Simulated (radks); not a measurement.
Task: Ionisation ladder of indium, from In III to In XXX (ions without a valid solution omitted). Each ion is in the ground configuration listed by NIST, and IE = E(next ion) - E(this ion). Calculated with a radial shooting solver on a logarithmic mesh with Libxc functionals: scalar-relativistic Kohn-Sham, SCAN, spin-polarised, spherical densities, finite nucleus; open shells are filled with parallel spins first (spin-orbit coupling, left out, can overturn this in heavy ions); meta-GGA in the generalised Kohn-Sham scheme; Fermi nuclear charge, rms radius 4.6156 fm.

| species | configuration | IE, Delta-SCF (eV) | -e(HOMO) (eV) | HOMO |
|---|---|---|---|---|
| In III | [Kr] 4d10 5s1 | 28.452 | 24.567 | 5s up |
| In IV | [Kr] 4d10 | 56.512 | 48.287 | 4d |
| In V | [Kr] 4d9 | 73.662 | 64.928 | 4d down |
| In VI | [Kr] 4d8 | 91.726 | 82.557 | 4d down |
| In VII | [Kr] 4d7 | 110.53 | 101.02 | 4d down |
| In VIII | [Kr] 4d6 | ? | 120.18 | 4d down |
| In IX | [Kr] 4d5 | ? | 147.75 | 4d up |
| In X | [Kr] 4d4 | 180.32 | 169.30 | 4d up |
| In XI | [Kr] 4d3 | ? | 191.49 | 4d up |
| In XII | [Kr] 4d2 | 225.84 | 214.27 | 4d up |
| In XIII | [Kr] 4d1 | 249.28 | 237.54 | 4d up |
| In XIV | [Kr] | 345.93 | 333.25 | 4p |
| In XV | [Ar] 3d10 4s2 4p5 | 371.59 | 358.89 | 4p down |
| In XXII | [Ar] 3d10 | 1049.6 | 1016.6 | 3d |
| In XXIII | [Ar] 3d9 | 1116.9 | 1083.4 | 3d down |
| In XXIV | [Ar] 3d8 | 1185.3 | 1151.2 | 3d down |
| In XXV | [Ar] 3d7 | 1254.6 | 1220.1 | 3d down |
| In XXVI | [Ar] 3d6 | 1324.6 | 1289.8 | 3d down |
| In XXVII | [Ar] 3d5 | 1424.5 | 1387.5 | 3d up |
| In XXVIII | [Ar] 3d4 | 1500.0 | 1462.5 | 3d up |
| In XXIX | [Ar] 3d3 | 1576.5 | 1538.5 | 3d up |
| In XXX | [Ar] 3d2 | ? | 1615.4 | 3d up |

Estimate the withheld Delta-SCF values.

Result: In VIII: 129.93 eV (NIST 130); In IX: 158.43 eV (NIST 156); In XI: 202.77 eV (NIST 201); In XXX: 1653.7 eV (NIST 1659).
